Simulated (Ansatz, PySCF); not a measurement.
BrH2SbTe2. Atoms are numbered in the order given.

```xyz
6

Sb    -0.7061    -0.3678     0.6858
Br     1.4502    -0.8017     1.9833
Te    -0.2215     2.2190    -0.1766
H     -0.1488     2.7501     1.4025
Te    -0.0381    -1.3217    -1.8266
H     -1.0983    -2.5932    -1.6273
```
Charge 0, spin multiplicity 1.

Coordinates come from a PBE0-D3(BJ)/def2-SVP optimisation. The def2 effective core potentials stand for the cores of Sb, Te; spin–orbit coupling is left out.

Vertical ionisation energy (IE) and electron affinity (EA) in eV. Rows of orbital energies are one-electron estimates. Where ΔSCF, EOM or ADC give a negative EA the extra electron is unbound and the value depends on the basis.

```
level                                                                 IE     EA
------------------------------------------------------------------  ----  -----
−ε(HOMO), −ε(LUMO), HF/def2-TZVP (PySCF)                            8.79  -0.67
−ε(HOMO), −ε(LUMO), PBE/def2-TZVP (PySCF)                           5.68   2.82
ΔSCF, PBE/def2-SVPD (Ansatz), final states of multiplicity 2 and 2  8.00   0.86
```

Q: What vertical singlet–triplet gap does ΔSCF give with PBE/def2-SVPD (Ansatz, a quantum-chemistry and plane-wave program)? (Estimate from the structure and the level; the computed values follow.)

A: 2.82 eV (triplet above singlet where positive).
